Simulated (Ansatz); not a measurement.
Cost and result up the ladder for the cluster HAu₂ (3 atoms). The state is a doublet with charge 0. Geometry: PBE-D4/def2-TZVP.

```xyz
3

Au   -0.558    0.057   -0.175
Au    1.781    1.182   -0.244
H    -1.223   -1.239    0.419
```

Ansatz on 4 threads of Arm Neoverse V1 on a shared host. Times are rough, and most runs start from the orbitals of an earlier one. ωB97M-V/def2-TZVP serves as the yardstick here, not as an exact answer. Differences are given only for rows in sets of like size (and for xTB, whose basis is part of the method), since another set adds its own error. Binding counts from free atoms at the same level (Au doublet, H doublet; other spins of the atoms weren't run), without zero-point energy or a counterpoise term.

In the def2 sets Au takes a core potential; there is no spin–orbit coupling. B3LYP takes the VWN-RPA correlation. HSE06 is defined as in plane-wave codes, on full-range PBE exchange. Correlated methods freeze no core orbitals; core or outer-core shells of Au are correlated, in sets that lack core-valence functions. In CCSD on the charge 0 doublet the largest single amplitude is 0.22, so its Hartree–Fock determinant may place the open shell otherwise than the density functionals do. The structure comes from a short search, and lower isomers may exist.

Correlated methods converge slowly with the basis.

```
                         level  functions  binding energy per atom (eV)  difference from ωB97M-V/def2-TZVP (eV)
             ωB97M-V/def2-TZVP         86                          1.21                                    0.00
              B97M-V/def2-TZVP         86                          1.33                                    0.11
            CCSD(T)/def2-TZVPD         95                          1.30                                    0.08
             PBE-D4/def2-TZVPD         95                          1.42                                    0.21
              PBE0-D4/def2-SVP         69                          1.24                                       –
            HSE06-D4/def2-TZVP         86                          1.27                                    0.06
            PBE0-D4/def2-TZVPD         95                          1.28                                    0.07
          r2SCAN-D4/def2-TZVPD         95                          1.45                                    0.24
            B3LYP-D4/def2-TZVP         86                          1.29                                    0.07
             PBE0-D4/def2-TZVP         86                          1.27                                    0.05
                 MP2/def2-TZVP         86                          1.25                                    0.03
            CCSD(T)/def2-TZVPP        126                          1.30                                    0.08
PBE-D4/def2-TZVP (with forces)         86                          1.41                                    0.20
           revPBE-D4/def2-TZVP         86                          1.33                                    0.11
```

(1) Estimate how long each takes.

Results:

(1) MP2/def2-TZVP 0.7 s; PBE-D4/def2-TZVPD 1.3 s; revPBE-D4/def2-TZVP 1.4 s; PBE0-D4/def2-SVP 1.4 s; PBE-D4/def2-TZVP (with forces) 1.5 s; PBE0-D4/def2-TZVPD 1.6 s; B3LYP-D4/def2-TZVP 1.7 s; HSE06-D4/def2-TZVP 1.8 s; PBE0-D4/def2-TZVP 2.6 s; r2SCAN-D4/def2-TZVPD 3.2 s; B97M-V/def2-TZVP 5 s; ωB97M-V/def2-TZVP 6 s; CCSD(T)/def2-TZVPD 19 s; CCSD(T)/def2-TZVPP 49 s. On shared hardware such times vary by a factor of up to 3.
